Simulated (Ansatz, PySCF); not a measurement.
Species: C₄H₆S, net charge 0, singlet state. SMILES: C1CSCC=1
Geometry from a B3LYP-D3(BJ)/def2-TZVP (Ansatz, an electronic-structure program) optimisation:
```
C
C 1 1.3252
H 2 1.0834 1 123.13
H 1 1.0834 2 123.13 3 0.00
C 2 1.4977 3 119.67 1 -180.00
H 5 1.0924 2 111.84 3 60.48
H 5 1.0924 6 107.75 2 123.31
C 1 1.4977 4 119.67 2 -180.00
H 8 1.0924 1 111.84 4 60.48
H 8 1.0924 9 107.75 1 123.31
S 5 1.8383 6 109.86 7 119.67
```

Quantity: atomisation energy (electronic, to ground-state atoms), in kcal/mol. Cores are frozen in the correlated levels unless marked. Open shells are spin-unrestricted. No spin-orbit coupling. Non-relativistic. The coupled-cluster limit lacks core correlation, which all-electron functionals hold. CBS marks a two-point X^-3 extrapolation of the correlation energy; Hartree-Fock from the larger set. [CCSD(T)-MP2]/basis is that difference in the basis named.

```tsv
level	program	atomisation energy (kcal/mol)
PBE-D3(BJ)/def2-TZVPD	Ansatz + dftd3	___
B3LYP/def2-TZVPD	Ansatz	1074.7
TPSSh-D3(BJ)/def2-TZVPD	PySCF + dftd3	1092.9
B2GP-PLYP-D4/def2-TZVPD	Ansatz + dftd4	___
CCSD/6-31G*	Ansatz	___
RI-MP2/CBS(aug-cc-pV(T+d)Z,aug-cc-pV(Q+d)Z)+[CCSD(T)-MP2]/aug-cc-pV(T+d)Z	Ansatz	1085.8
```

Problem. Complete the blanks.

Solution. 
- PBE-D3(BJ)/def2-TZVPD, atomisation energy (kcal/mol): 1118.3
- B2GP-PLYP-D4/def2-TZVPD, atomisation energy (kcal/mol): 1072.6
- CCSD/6-31G*, atomisation energy (kcal/mol): 984.8
